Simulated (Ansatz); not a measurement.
CH4AlFO2S, relaxed with RKS PBE0-D4/def2-TZVP in the Gaussian-basis code of Ansatz from a PBE-D4/def2-SVP geometry. The force threshold is 0.005 eV/Å; the program also tests the step.

The species carries charge 0 and has multiplicity 1. The bonds changed during the relaxation, so this is another structure than the one it started from.

Start:

```xyz
10

O    -0.076    0.069   -0.934
C    -0.600   -0.230    0.489
F    -0.914   -1.580    0.410
S    -2.098    0.746    0.855
O     0.408    0.065    1.262
Al    1.683    0.426   -0.042
H    -0.222   -0.722   -1.496
H    -2.909    0.045    0.014
H     2.659   -0.783   -0.406
H     2.069    1.965   -0.152
```

Task: By how much does the energy fall, and how many steps does the optimiser take? (Best estimate.)

Result: Ansatz gave: 1.40 kcal/mol, in 8 steps, 1 of them rejected.

Task: Which bonds change most? (Estimate.)

Result: The calculation gave: O1–C2 from 1.546 to 1.496 Å; O5–Al6 from 1.859 to 1.815 Å; C2–Al6 from 2.434 to 2.397 Å; C2–S4 from 1.825 to 1.803 Å.

Task: Give the relaxed structure. (Best estimate.)

Result: The calculation gave: 
```xyz
10

O    -0.083    0.051   -0.908
C    -0.593   -0.235    0.469
F    -0.902   -1.571    0.417
S    -2.069    0.727    0.852
O     0.412    0.058    1.244
Al    1.659    0.422   -0.024
H    -0.226   -0.715   -1.477
H    -2.872    0.077   -0.006
H     2.635   -0.762   -0.409
H     2.037    1.947   -0.157
```
